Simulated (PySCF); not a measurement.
## Calculated data, C2H7NSi, B2H6NSi, AlBH8Si2, AlBHO2 and others

All values are calculated (PySCF 2.14.0). Calculation on a computer-drawn molecule: optimised geometry and harmonic frequencies of an isolated molecule of the commonest isotopes, restricted reference for singlets and unrestricted otherwise, frozen core in MP2.

```yaml
- entry: 1
  formula: C2H7NSi
  start_structure:
    atoms_angstrom:
      - [C, -0.9399, -1.0451, 0.573]
      - [C, 0.2836, -1.7147, 1.103]
      - ["N", 1.5208, -0.8866, 0.7891]
      - [Si, 2.5822, 0.0229, 1.8004]
      - [H, -0.8557, -1.0581, -0.5554]
      - [H, -1.8287, -1.6429, 0.8341]
      - [H, -1.109, -0.0834, 0.9701]
      - [H, 0.2477, -1.7846, 2.1993]
      - [H, 0.3574, -2.6761, 0.7897]
      - [H, 1.6615, -0.9495, -0.2242]
      - [H, 1.894, -0.3156, 3.0912]
  given:
    charge: 0
    multiplicity: 1
    method: HF
    basis: "cc-pV(D+d)Z"
    drawn_bonds_atom: [1, 2, 3, 1, 1, 1, 2, 2, 3, 4]
    drawn_bonds_other_atom: [2, 3, 4, 5, 6, 7, 8, 9, 10, 11]
    drawn_bonds_order: [1, 1, 1, 1, 1, 1, 1, 1, 1, 1]
  results:
    optimised_atom_element: [C, C, "N", Si, H, H, H, H, H, H, H]
    "optimised_atom_x [angstrom]": [-0.9663, 0.3031, 1.498, 2.598, -0.9076, -1.836, -1.127, 0.2257, 0.4173, 1.681, 1.928]
    "optimised_atom_y [angstrom]": [-1.074, -1.681, -0.9149, -0.03279, -1.012, -1.685, -0.06586, -1.731, -2.708, -0.9133, -0.3146]
    "optimised_atom_z [angstrom]": [0.5503, 1.136, 0.8078, 1.761, -0.54, 0.8043, 0.9372, 2.221, 0.7756, -0.1808, 3.099]
    "modes_frequency [cm^-1]": [80.62, 255.2, 316.5, 377.1, 483.2, 770.5, 776.9, 857.7, 947.1, 1009, 1164, 1216, 1243, 1396, 1484, 1525, 1567, 1589, 1591, 1610, 2096, 3167, 3176, 3236, 3254, 3266, 3768]
    "modes_reduced_mass [dalton]": [2.702, 1.185, 1.462, 2.299, 2.275, 1.304, 2.132, 1.123, 1.173, 2.253, 1.998, 1.514, 2.729, 1.176, 1.253, 1.297, 1.265, 1.06, 1.091, 1.091, 1.042, 1.053, 1.055, 1.1, 1.101, 1.101, 1.075]
    "rotational_constants [GHz]": [20.11, 2.673, 2.649]
    "total_energy [hartree]": -423.1836
    "convergence_status_largest_gradient_component [hartree/bohr]": 1.377e-05
- entry: 2
  formula: B2H6NSi
  start_structure:
    atoms_angstrom:
      - [B, -1.356, 0.8994, 0.2581]
      - ["N", -0.3111, -0.1428, -0.0305]
      - [B, -0.1905, -1.3202, 0.8628]
      - [Si, 0.7133, 0.0323, -1.4206]
      - [H, -1.3384, 1.8141, -0.4501]
      - [H, -2.0163, 0.7294, 1.1751]
      - [H, -0.9124, -1.4127, 1.7953]
      - [H, 0.5906, -2.1391, 0.5535]
      - [H, 1.711, -1.0131, -1.6521]
      - [H, 0.4802, 1.2315, -2.215]
  given:
    charge: 1
    multiplicity: 1
    method: HF
    basis: "cc-pV(D+d)Z"
    drawn_bonds_atom: [1, 2, 2, 1, 1, 3, 3, 4, 4]
    drawn_bonds_other_atom: [2, 3, 4, 5, 6, 7, 8, 9, 10]
    drawn_bonds_order: [1, 1, 1, 1, 1, 1, 1, 1, 1]
  results:
    optimised_atom_element: [B, "N", B, Si, H, H, H, H, H, H]
    "optimised_atom_x [angstrom]": [-1.329, -0.3196, -0.1848, 0.674, -1.39, -2.028, -0.9028, 0.6459, 1.665, 0.5395]
    "optimised_atom_y [angstrom]": [0.9037, -0.1417, -1.334, 0.02533, 1.84, 0.7653, -1.434, -2.141, -1.004, 1.199]
    "optimised_atom_z [angstrom]": [0.2561, -0.03716, 0.8338, -1.359, -0.4809, 1.203, 1.771, 0.5466, -1.645, -2.213]
    "modes_frequency [cm^-1]": [247.5, 293.8, 299.0, 312.5, 371.9, 372.1, 702.5, 763.6, 792.8, 947.8, 960.8, 1027, 1101, 1117, 1245, 1253, 1332, 1367, 2440, 2485, 2732, 2742, 2862, 2874]
    "modes_reduced_mass [dalton]": [1.054, 2.89, 1.377, 1.971, 1.008, 2.473, 1.177, 3.907, 1.191, 1.804, 1.331, 1.074, 1.334, 1.414, 3.875, 3.012, 1.222, 1.226, 1.027, 1.061, 1.05, 1.055, 1.131, 1.131]
    "rotational_constants [GHz]": [9.411, 5.373, 3.42]
    "total_energy [hartree]": -396.0318
    "convergence_status_largest_gradient_component [hartree/bohr]": 1.856e-05
- entry: 3
  formula: AlBH8Si2
  start_structure:
    atoms_angstrom:
      - [Al, 1.5797, 1.4108, 1.4351]
      - [B, -0.3916, 1.0823, 2.3371]
      - [Si, -1.8478, 0.8289, 1.1613]
      - [Si, -1.1251, 1.1346, -0.9858]
      - [H, 1.6249, 1.0408, -0.027]
      - [H, 2.6841, 2.0642, 2.1398]
      - [H, -0.5313, 0.8572, 3.4603]
      - [H, -2.358, -0.6165, 1.2344]
      - [H, -3.0482, 1.6438, 1.3532]
      - [H, -2.2023, 1.2136, -1.9504]
      - [H, -0.3808, 2.3609, -0.9867]
      - [H, -0.2146, -0.0693, -1.2624]
  given:
    charge: 0
    multiplicity: 1
    method: HF
    basis: "cc-pV(D+d)Z"
    drawn_bonds_atom: [1, 2, 3, 1, 1, 2, 3, 3, 4, 4, 4]
    drawn_bonds_other_atom: [2, 3, 4, 5, 6, 7, 8, 9, 10, 11, 12]
    drawn_bonds_order: [1, 1, 1, 1, 1, 1, 1, 1, 1, 1, 1]
  results:
    optimised_atom_element: [Al, B, Si, Si, H, H, H, H, H, H, H, H]
    "optimised_atom_x [angstrom]": [1.863, -0.1096, -1.612, -1.693, 2.198, 3.013, -0.3932, -1.418, -2.937, -2.76, -1.968, -0.3966]
    "optimised_atom_y [angstrom]": [0.7897, 1.549, 0.6025, 1.459, 0.02959, 0.9604, 2.662, -0.8701, 0.8359, 0.7815, 2.916, 1.237]
    "optimised_atom_z [angstrom]": [2.272, 1.913, 0.914, -1.302, 3.624, 1.193, 2.282, 0.8173, 1.547, -2.077, -1.284, -1.99]
    "modes_frequency [cm^-1]": [31.18, 83.87, 113.5, 131.6, 173.8, 358.2, 394.1, 418.4, 455.9, 516.4, 545.5, 658.0, 696.7, 714.0, 744.2, 795.4, 841.3, 952.0, 976.8, 1020, 1025, 1037, 1962, 1967, 2266, 2275, 2296, 2301, 2304, 2660]
    "modes_reduced_mass [dalton]": [3.751, 1.122, 1.493, 2.74, 1.575, 1.082, 1.173, 3.48, 3.594, 1.179, 1.117, 1.441, 1.611, 1.758, 1.451, 1.201, 1.088, 1.389, 1.111, 1.038, 1.036, 1.051, 1.058, 1.025, 1.045, 1.035, 1.045, 1.046, 1.029, 1.089]
    "rotational_constants [GHz]": [6.034, 1.128, 1.02]
    "total_energy [hartree]": -849.0745
    "convergence_status_largest_gradient_component [hartree/bohr]": 1.297e-05
- entry: 4
  formula: AlBHO2
  start_structure:
    atoms_angstrom:
      - [O, -1.0106, 1.5455, 1.9278]
      - [B, -0.5419, 2.6111, 1.6217]
      - [Al, 0.3005, 4.5537, 1.0183]
      - [O, 1.0656, 5.5154, 2.0612]
      - [H, -0.0058, 4.7512, -0.5536]
  given:
    charge: -1
    multiplicity: 1
    method: MP2
    basis: "aug-cc-pV(D+d)Z"
    drawn_bonds_atom: [1, 2, 3, 3]
    drawn_bonds_other_atom: [2, 3, 4, 5]
    drawn_bonds_order: [2, 1, 1, 1]
  results:
    optimised_atom_element: [O, B, Al, O, H]
    "optimised_atom_x [angstrom]": [-1.017, -0.5431, 0.2921, 1.084, -0.0077]
    "optimised_atom_y [angstrom]": [1.523, 2.617, 4.545, 5.536, 4.756]
    "optimised_atom_z [angstrom]": [1.947, 1.606, 1.003, 2.09, -0.571]
    "modes_frequency [cm^-1]": [133.4, 246.9, 332.5, 411.0, 482.4, 695.7, 915.9, 1787, 1793]
    "modes_reduced_mass [dalton]": [10.86, 4.924, 9.471, 14.9, 1.553, 1.117, 15.16, 10.68, 1.058]
    "rotational_constants [GHz]": [25.36, 2.488, 2.266]
    "total_energy [hartree]": -417.6001
    "convergence_status_largest_gradient_component [hartree/bohr]": 1.484e-05
- entry: 5
  formula: AlB2H5N
  start_structure:
    atoms_angstrom:
      - [B, 1.3118, 0.5305, 0.323]
      - [Al, -0.0655, -0.604, -0.5309]
      - [B, -1.55, -1.8716, -1.4073]
      - ["N", -2.1589, -1.6837, -2.6859]
      - [H, 1.563, 1.6018, -0.0782]
      - [H, 1.7557, 0.2134, 1.4267]
      - [H, -1.785, -2.9403, -0.9383]
      - [H, -2.0824, -0.8336, -3.2034]
      - [H, -2.7159, -2.3354, -3.0891]
  given:
    charge: 0
    multiplicity: 2
    method: HF
    basis: "cc-pV(D+d)Z"
    drawn_bonds_atom: [1, 2, 3, 1, 1, 3, 4, 4]
    drawn_bonds_other_atom: [2, 3, 4, 5, 6, 7, 8, 9]
    drawn_bonds_order: [1, 1, 1, 1, 1, 1, 1, 1]
  results:
    optimised_atom_element: [B, Al, B, "N", H, H, H, H, H]
    "optimised_atom_x [angstrom]": [1.22, -0.7091, -1.543, -2.073, 1.7, 1.844, -1.597, -2.102, -2.468]
    "optimised_atom_y [angstrom]": [0.476, -0.2442, -1.817, -1.66, 1.418, 0.05385, -2.934, -0.7956, -2.421]
    "optimised_atom_z [angstrom]": [0.3097, -0.159, -1.385, -2.664, -0.2687, 1.25, -0.9247, -3.163, -3.179]
    "modes_frequency [cm^-1]": [64.59, 99.72, 185.8, 274.8, 448.1, 498.3, 510.1, 600.5, 604.9, 853.0, 936.2, 956.3, 1208, 1217, 1362, 1762, 2619, 2633, 2705, 3803, 3903]
    "modes_reduced_mass [dalton]": [2.91, 2.838, 1.374, 1.988, 3.363, 1.411, 1.338, 1.558, 3.317, 1.321, 1.071, 1.14, 1.284, 1.276, 3.9, 1.189, 1.089, 1.054, 1.122, 1.051, 1.098]
    "rotational_constants [GHz]": [20.85, 2.196, 2.136]
    "total_energy [hartree]": -348.6124
    spin_squared: 0.797
    "convergence_status_largest_gradient_component [hartree/bohr]": 3.473e-05
- entry: 6
  formula: FH3OSi2
  start_structure:
    atoms_angstrom:
      - [O, -0.079, 1.004, -2.8385]
      - [Si, -0.9594, 0.0637, -1.8453]
      - [Si, 0.0874, 0.931, 0.0131]
      - [F, -0.901, 0.475, 1.2235]
      - [H, -0.2015, 1.0027, -3.8066]
      - [H, -0.8412, -1.3192, -2.2345]
      - [H, -2.4279, 0.2377, -2.1754]
  given:
    charge: 0
    multiplicity: 1
    method: HF
    basis: "cc-pV(D+d)Z"
    drawn_bonds_atom: [1, 2, 3, 1, 2, 2]
    drawn_bonds_other_atom: [2, 3, 4, 5, 6, 7]
    drawn_bonds_order: [1, 1, 1, 1, 1, 1]
  results:
    optimised_atom_element: [O, Si, Si, F, H, H, H]
    "optimised_atom_x [angstrom]": [-0.07411, -0.8987, -0.01895, -0.9882, -0.274, -0.7077, -2.361]
    "optimised_atom_y [angstrom]": [1.003, 0.2105, 1.051, 0.1211, 0.8082, -1.261, 0.4614]
    "optimised_atom_z [angstrom]": [-3.102, -1.897, 0.209, 1.149, -4.006, -2.01, -2.008]
    "modes_frequency [cm^-1]": [50.01, 118.4, 233.3, 248.2, 403.9, 453.3, 788.2, 811.7, 840.7, 870.9, 991.4, 1035, 2263, 2270, 4165]
    "modes_reduced_mass [dalton]": [6.031, 6.731, 12.22, 1.084, 1.183, 9.612, 1.138, 1.371, 4.053, 5.965, 1.329, 1.064, 1.051, 1.03, 1.067]
    "rotational_constants [GHz]": [12.08, 2.15, 1.864]
    "total_energy [hartree]": -753.9634
    "convergence_status_largest_gradient_component [hartree/bohr]": 3.576e-05
- entry: 7
  formula: AlH4O2
  start_structure:
    atoms_angstrom:
      - [O, 1.4554, -1.7938, 0.9223]
      - [Al, 1.1957, -0.2535, 0.2097]
      - [O, 1.0912, -0.3419, -1.4645]
      - [H, 1.573, -2.6524, 1.3887]
      - [H, 2.4401, 0.5713, 0.5665]
      - [H, -0.1897, 0.4059, 0.7761]
      - [H, 1.0057, -0.2246, -2.4626]
  given:
    charge: -1
    multiplicity: 1
    method: HF
    basis: "aug-cc-pV(D+d)Z"
    drawn_bonds_atom: [1, 2, 1, 2, 2, 3]
    drawn_bonds_other_atom: [2, 3, 4, 5, 6, 7]
    drawn_bonds_order: [1, 1, 1, 1, 1, 1]
  results:
    optimised_atom_element: [O, Al, O, H, H, H, H]
    "optimised_atom_x [angstrom]": [2.181, 1.101, 0.5395, 1.8, 1.984, -0.2464, 1.211]
    "optimised_atom_y [angstrom]": [-1.577, -0.2441, -0.4637, -2.437, 1.131, -0.2249, -0.4732]
    "optimised_atom_z [angstrom]": [0.7467, 0.2765, -1.397, 0.7317, 0.4221, 1.211, -2.055]
    "modes_frequency [cm^-1]": [150.1, 156.5, 327.1, 520.0, 621.7, 663.6, 700.4, 750.2, 792.7, 814.5, 840.7, 1670, 1748, 4207, 4208]
    "modes_reduced_mass [dalton]": [1.322, 1.136, 2.725, 1.221, 1.067, 8.946, 5.636, 1.1, 1.257, 1.238, 1.121, 1.05, 1.023, 1.066, 1.066]
    "rotational_constants [GHz]": [19.19, 6.479, 5.332]
    "total_energy [hartree]": -394.1283
    "convergence_status_largest_gradient_component [hartree/bohr]": 1.212e-05
- entry: 8
  formula: CH6B2N
  start_structure:
    atoms_angstrom:
      - [B, 1.6793, -1.6894, -0.0312]
      - ["N", 2.5641, -0.6792, 0.2053]
      - [B, 1.1957, 0.0557, -0.0041]
      - [C, 0.4665, 0.5832, 1.2992]
      - [H, 1.5161, -2.8901, 0.0252]
      - [H, 3.4788, -0.5064, 0.3724]
      - [H, 0.9602, 0.5165, -1.0715]
      - [H, -0.6162, 0.6077, 1.2047]
      - [H, 0.7036, 1.6592, 1.4468]
      - [H, 0.7086, -0.0097, 2.2589]
  given:
    charge: 0
    multiplicity: 2
    method: HF
    basis: cc-pVDZ
    drawn_bonds_atom: [1, 2, 3, 1, 2, 3, 4, 4, 4]
    drawn_bonds_other_atom: [2, 3, 4, 5, 6, 7, 8, 9, 10]
    drawn_bonds_order: [1, 1, 1, 1, 1, 1, 1, 1, 1]
  results:
    optimised_atom_element: [B, "N", B, C, H, H, H, H, H, H]
    "optimised_atom_x [angstrom]": [2.248, 1.812, 1.004, 0.5722, 2.927, 2.096, 0.6582, -0.521, 0.9202, 0.9401]
    "optimised_atom_y [angstrom]": [-1.959, -1.104, 0.0667, 0.9556, -2.932, -1.339, 0.3582, 1.014, 1.985, 0.6028]
    "optimised_atom_z [angstrom]": [-0.7425, 0.286, 0.1365, 1.368, -0.5629, 1.221, -0.9757, 1.418, 1.223, 2.335]
    "modes_frequency [cm^-1]": [105.6, 165.3, 270.0, 464.6, 498.4, 733.2, 801.2, 923.1, 942.1, 1045, 1071, 1185, 1293, 1317, 1442, 1549, 1559, 1568, 2697, 2705, 3156, 3217, 3235, 3758]
    "modes_reduced_mass [dalton]": [1.176, 2.956, 2.558, 3.307, 1.24, 1.145, 1.624, 1.186, 1.194, 1.742, 2.012, 1.616, 3.152, 1.759, 1.316, 1.422, 1.05, 1.472, 1.094, 1.097, 1.039, 1.096, 1.102, 1.075]
    "rotational_constants [GHz]": [40.2, 3.987, 3.709]
    "total_energy [hartree]": -145.2046
    spin_squared: 0.7542
    "convergence_status_largest_gradient_component [hartree/bohr]": 1.498e-05
- entry: 9
  formula: BH3NOSi
  start_structure:
    atoms_angstrom:
      - [O, 0.3869, -2.0721, 1.7004]
      - [B, 0.1746, -1.0708, 0.8091]
      - ["N", -0.0168, -0.1585, -0.0018]
      - [Si, -0.1246, 1.2576, -1.1417]
      - [H, -0.317, -2.6982, 1.7142]
      - [H, -1.5528, 1.7296, -0.803]
      - [H, -0.5317, 0.5028, -2.423]
  given:
    charge: -1
    multiplicity: 1
    method: MP2
    basis: "aug-cc-pV(D+d)Z"
    drawn_bonds_atom: [1, 2, 3, 1, 4, 4]
    drawn_bonds_other_atom: [2, 3, 4, 5, 6, 7]
    drawn_bonds_order: [1, 2, 1, 1, 1, 1]
  results:
    optimised_atom_element: [O, B, "N", Si, H, H, H]
    "optimised_atom_x [angstrom]": [0.4145, 0.1623, -0.03329, -0.1182, -0.3143, -1.554, -0.5386]
    "optimised_atom_y [angstrom]": [-2.101, -1.092, -0.1515, 1.295, -2.733, 1.745, 0.5282]
    "optimised_atom_z [angstrom]": [1.738, 0.8157, -0.01784, -1.165, 1.746, -0.8266, -2.435]
    "modes_frequency [cm^-1]": [100.1, 132.9, 148.5, 385.8, 431.3, 445.1, 757.3, 784.0, 964.3, 989.2, 1044, 1925, 1936, 1974, 3864]
    "modes_reduced_mass [dalton]": [3.369, 6.285, 1.224, 5.388, 12.49, 10.97, 1.094, 1.15, 1.087, 7.399, 1.228, 1.047, 1.1, 6.952, 1.066]
    "rotational_constants [GHz]": [95.24, 2.05, 2.048]
    "total_energy [hartree]": -445.3093
    "convergence_status_largest_gradient_component [hartree/bohr]": 2.564e-05
- entry: 10
  formula: AlClH2NSi
  start_structure:
    atoms_angstrom:
      - [Al, 1.3253, 0.438, 1.1638]
      - ["N", -0.3086, 0.4783, 1.5432]
      - [Si, -1.8946, 0.8081, 1.7375]
      - [Cl, -2.9302, 2.3045, 0.9616]
      - [H, 2.8438, 0.3433, 0.8601]
      - [H, -2.6088, -0.1411, 2.547]
  given:
    charge: 1
    multiplicity: 1
    method: HF
    basis: "cc-pV(D+d)Z"
    drawn_bonds_atom: [1, 2, 3, 1, 3]
    drawn_bonds_other_atom: [2, 3, 4, 5, 6]
    drawn_bonds_order: [2, 1, 1, 1, 1]
  results:
    optimised_atom_element: [Al, "N", Si, Cl, H, H]
    "optimised_atom_x [angstrom]": [1.326, -0.3015, -1.85, -2.917, 2.832, -2.662]
    "optimised_atom_y [angstrom]": [0.4465, 0.5731, 0.7638, 2.264, 0.3139, -0.1303]
    "optimised_atom_z [angstrom]": [1.164, 1.486, 1.743, 0.9882, 0.8766, 2.555]
    "modes_frequency [cm^-1]": [79.44, 156.9, 304.2, 466.3, 472.0, 574.9, 615.5, 732.8, 923.8, 1442, 2178, 2464]
    "modes_reduced_mass [dalton]": [7.547, 3.803, 9.248, 1.206, 1.21, 17.06, 1.347, 6.939, 1.164, 13.73, 1.052, 1.045]
    "rotational_constants [GHz]": [15.14, 1.392, 1.275]
    "total_energy [hartree]": -1045.7954
    "convergence_status_largest_gradient_component [hartree/bohr]": 2.418e-05
```
